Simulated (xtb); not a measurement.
Pt, charge +1, quartet (GFN-xTB shapes and energies of metal compounds can be far from the true ones) (a state made from the parent by changing its charge; the spin is typed, not shown lowest); GFN1-xTB (xtb).

Input for xtb:
```
$ xtb mol.xyz --gfn 1 --chrg 1 --uhf 3 --json

# file mol.xyz
1

Pt     0.00000000     0.00000000     0.00000000
```

It wrote (shortened):

```
   ID    Z sym.   atoms
    1   78 Pt     1

           -------------------------------------------------
          |                Calculation Setup                |
           -------------------------------------------------

           -------------------------------------------------
          |                 G F N 1 - x T B                 |
           -------------------------------------------------

          ...................................................
          :                      SETUP                      :
          :.................................................:
          :  # basis functions                  10          :
          :  # atomic orbitals                   9          :
          :  # shells                            3          :
          :  # electrons                         9          :
          :  # halogen bonds                     0          :
          :  max. iterations                   250          :
          :  Hamiltonian                  GFN1-xTB          :
          :  restarted?                      false          :
          :  GBSA solvation                  false          :
          :  PC potential                    false          :
          :  electronic temp.          300.0000000     K    :
          :  accuracy                    1.0000000          :
          :  -> integral cutoff          0.2500000E+02      :
          :  -> integral neglect         0.1000000E-07      :
          :  -> SCF convergence          0.1000000E-05 Eh   :
          :  -> wf. convergence          0.2000000E-04 e    :
          :  Broyden damping             0.4000000          :
          :  net charge                          1          :
          :  unpaired electrons                  3          :
          ...................................................

 iter      E             dE          RMSdq      gap      omega  full diag
   1     -3.4475670 -0.344757E+01  0.113E+01    3.31       3.3  T
   2     -3.4475670  0.000000E+00  0.905E+00    3.29       3.3  T
   3     -3.4475670  0.000000E+00  0.697E+00    3.27       3.3  T
   4     -3.4475670  0.000000E+00  0.558E+00    3.26       3.3  T
   5     -3.4475670  0.000000E+00  0.446E+00    3.26       3.3  T
   6     -3.4475670  0.000000E+00  0.357E+00    3.25       3.3  T
   7     -3.4475670  0.000000E+00  0.285E+00    3.25       3.2  T
   8     -3.4475670  0.000000E+00  0.228E+00    3.24       3.2  T
   9     -3.4475670  0.000000E+00  0.183E+00    3.24       3.2  T
  10     -3.4475670  0.000000E+00  0.146E+00    3.23       3.2  T
  11     -3.4475670  0.000000E+00  0.117E+00    3.23       3.2  T
  12     -3.4475670  0.000000E+00  0.935E-01    3.23       3.2  T
  13     -3.4475670  0.000000E+00  0.748E-01    3.23       3.2  T
  14     -3.4475670  0.000000E+00  0.599E-01    3.23       3.2  T
  15     -3.4475670  0.000000E+00  0.479E-01    3.23       3.2  T
  16     -3.4475670  0.000000E+00  0.383E-01    3.23       3.2  T
  17     -3.4475670  0.000000E+00  0.307E-01    3.23       3.2  T
  18     -3.4475670  0.000000E+00  0.245E-01    3.23       3.2  T
  19     -3.4475670  0.000000E+00  0.196E-01    3.23       3.2  T
  20     -3.4475670  0.000000E+00  0.157E-01    3.23       3.2  T
  21     -3.4475670  0.000000E+00  0.126E-01    3.23       3.2  T
  22     -3.4475670  0.000000E+00  0.100E-01    3.23       3.2  T
  23     -3.4475670  0.000000E+00  0.803E-02    3.22       3.2  T
  24     -3.4475670  0.000000E+00  0.643E-02    3.22       3.2  T
  25     -3.4475670  0.000000E+00  0.514E-02    3.22       3.2  T
  26     -3.4475670  0.000000E+00  0.411E-02    3.22       3.2  T
  27     -3.4475670  0.000000E+00  0.329E-02    3.22       3.2  T
  28     -3.4475670  0.000000E+00  0.263E-02    3.22       3.2  T
  29     -3.4475670  0.000000E+00  0.211E-02    3.22       3.2  T
  30     -3.4475670  0.000000E+00  0.169E-02    3.22       3.2  T
  31     -3.4475670  0.000000E+00  0.135E-02    3.22       3.2  T
  32     -3.4475670  0.000000E+00  0.108E-02    3.22       3.2  T
  33     -3.4475670  0.000000E+00  0.863E-03    3.22       3.2  T
  34     -3.4475670  0.000000E+00  0.690E-03    3.22       3.2  T
  35     -3.4475670  0.000000E+00  0.552E-03    3.22       3.2  T
  36     -3.4475670  0.000000E+00  0.442E-03    3.22       3.2  T
  37     -3.4475670  0.000000E+00  0.353E-03    3.22       3.2  T
  38     -3.4475670  0.000000E+00  0.283E-03    3.22       3.2  T
  39     -3.4475670  0.000000E+00  0.226E-03    3.22       3.2  T
  40     -3.4475670  0.000000E+00  0.181E-03    3.22       3.2  T
  41     -3.4475670  0.000000E+00  0.145E-03    3.22       3.2  T
  42     -3.4475670  0.000000E+00  0.116E-03    3.22       3.2  T
  43     -3.4475670  0.000000E+00  0.926E-04    3.22       3.2  T
  44     -3.4475670  0.000000E+00  0.741E-04    3.22       3.2  T
  45     -3.4475670  0.000000E+00  0.593E-04    3.22       3.2  T
  46     -3.4475670  0.000000E+00  0.474E-04    3.22       3.2  T
  47     -3.4475670  0.000000E+00  0.379E-04    3.22       3.2  T
  48     -3.4475670  0.000000E+00  0.304E-04    3.22       3.2  T
  49     -3.4475670  0.000000E+00  0.243E-04    3.22       3.2  T
  50     -3.4475670  0.000000E+00  0.194E-04    3.22       3.2  T
  51     -3.4475670  0.000000E+00  0.155E-04    3.22       3.2  T

   *** convergence criteria satisfied after 51 iterations ***

         :::::::::::::::::::::::::::::::::::::::::::::::::::::
         ::                     SUMMARY                     ::
         :::::::::::::::::::::::::::::::::::::::::::::::::::::
         :: total energy              -3.447566979280 Eh    ::
         :: gradient norm              0.000000000000 Eh/a0 ::
         :: HOMO-LUMO gap              3.224417898224 eV    ::
         ::.................................................::
         :: SCC energy                -3.447566979280 Eh    ::
         :: -> electrostatic           0.221648800001 Eh    ::
         :: repulsion energy           0.000000000000 Eh    ::
         :: dispersion energy          0.000000000000 Eh    ::
         :: halogen bond corr.         0.000000000000 Eh    ::
         :: add. restraining           0.000000000000 Eh    ::
         :: total charge               1.000000000001 e     ::
         :::::::::::::::::::::::::::::::::::::::::::::::::::::

           -------------------------------------------------
          |                Property Printout                |
           -------------------------------------------------

    * Orbital Energies and Occupations

         #    Occupation            Energy/Eh            Energy/eV
      -------------------------------------------------------------
         1        1.6000           -0.9225508             -25.1039
         2        1.6000           -0.9225508             -25.1039
         3        1.6000           -0.9225508             -25.1039
         4        1.6000           -0.9225508             -25.1039
         5        1.6000           -0.9225508             -25.1039
         6        1.0000           -0.7437594             -20.2387 (HOMO)
         7                         -0.6252642             -17.0143 (LUMO)
         8                         -0.6252642             -17.0143
         9                         -0.6252642             -17.0143
      -------------------------------------------------------------
                  HL-Gap            0.1184952 Eh            3.2244 eV
             Fermi-level           -0.8033387 Eh          -21.8600 eV

  Mulliken/CM5 charges         n(s)   n(p)   n(d)
     1Pt    1.00000  1.00000   1.000  0.000  8.000

Wiberg/Mayer (AO) data.
largest (>0.10) Wiberg bond orders for each atom

 ---------------------------------------------------------------------------
     #   Z sym  total        # sym  WBO       # sym  WBO       # sym  WBO
 ---------------------------------------------------------------------------
     1  78 Pt   0.000
 ---------------------------------------------------------------------------

 dipole moment from electron density (au)
     X       Y       Z
   0.0000   0.0000   0.0000  total (Debye):    0.000

           -------------------------------------------------
          | TOTAL ENERGY               -3.447566979280 Eh   |
          | GRADIENT NORM               0.000000000000 Eh/α |
          | HOMO-LUMO GAP               3.224417898224 eV   |
           -------------------------------------------------

normal termination of xtb
```
